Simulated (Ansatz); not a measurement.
1,1-difluoroethane (C₂H₄F₂), SMILES CC(F)F.

Geometry optimised at PBE0-D3(BJ)/def2-SVP.

Two levels are set side by side: PBE/def2-SVPD (Ansatz, a program for electronic structure) and PBE0/def2-SVPD (Ansatz). Energy differences of separate SCF runs at the same geometry; the states with an electron removed or added have multiplicity 2 and 2. Differences are taken from unrounded values.

```
quantity                            PBE0
---------------------------------  -----
vertical ionisation energy (eV)    12.36
vertical singlet–triplet gap (eV)   9.09
```

**Question.** What does PBE give, and how far is it from PBE0? (An estimate is asked for; the answer gives what the named calculation found.)

**Answer.** 
| quantity | PBE | PBE minus PBE0 |
|---|---|---|
| vertical ionisation energy (eV) | 11.81 | -0.55 |
| vertical singlet–triplet gap (eV) | 8.42 | -0.66 |
